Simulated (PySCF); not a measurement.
## Excitation energy of W by level of theory

W [Xe] 4f14 5d4 6s2 (5D) → W [Xe] 4f14 5d5 6s1, s spin flipped, as a difference of total energies. All numbers are calculated (PySCF 2.14, a scalar-relativistic core potential, in def2-QZVPPD with the def2 core potential (60 electrons)). Correlated levels: valence and next inner shell: nothing frozen outside the core potential. The calculations carry no spin-orbit coupling.

```json
{"method": "UHF", "excitation energy (eV)": "1.077"}
{"method": "MP2 (valence and next inner shell)", "excitation energy (eV)": "1.347"}
{"method": "SCS-MP2 (valence and next inner shell)", "excitation energy (eV)": "1.443"}
```

Question: How much does correlation contribute at MP2 (valence and next inner shell)?

Answer: 1.347 − (1.077) = 0.270 eV, measured against UHF.

The upper determinant mixes two multiplicities, so it lies between the two terms.

The coupled-cluster amplitudes are large for the upper state (T1 above 0.03 or a double amplitude above 0.15), so a single reference is strained.
